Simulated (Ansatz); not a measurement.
Born–Oppenheimer molecular dynamics of ClF$_{2}$GeHO (6 atoms, charge 0, multiplicity 1). It starts from a relaxed structure.

Theory: RKS B3LYP/def2-SVP (Ansatz 0.2.0).

```yaml
ensemble: NVT, Nosé–Hoover chain
time_step: 0.25 fs
steps_asked: 300
set_temperature: 500 K
thermostat: time constant 100 fs, chain length 3 (defaults)
seed: 128768
```

First frame:

```xyz
6
Properties=species:S:1:pos:R:3
Ge -0.017 -0.034 0.060
Cl 0.024 0.050 2.192
F 1.580 0.011 -0.569
F -0.781 1.384 -0.545
O -0.812 -1.460 -0.557
H -1.323 -1.934 0.115
```

How far do the bonds stretch over the last three quarters of this one trajectory? (Pairs bonded in most of those frames.)


| bond | mean (Å) | spread (Å) | shortest | longest |
| --- | --- | --- | --- | --- |
| Ge1–Cl2 | 2.162 | 0.051 | 2.06 | 2.22 |
| Ge1–F3 | 1.719 | 0.031 | 1.67 | 1.77 |
| Ge1–F4 | 1.725 | 0.017 | 1.70 | 1.75 |
| Ge1–O5 | 1.754 | 0.020 | 1.72 | 1.78 |
| O5–H6 | 0.970 | 0.024 | 0.93 | 1.01 |

Mean temperature of the second half: 292 K. The conserved energy stayed within 0.048 meV per atom of its start (net change 0.026 meV per atom), so the integration is sound. The mean temperature of the second half is 42 % below the set value. A run of 0.075 ps of so small a system gives no equilibrium averages.

The run took 12 min on 2 threads of Arm Neoverse V1 (shared host), peak memory 0.22 GiB.
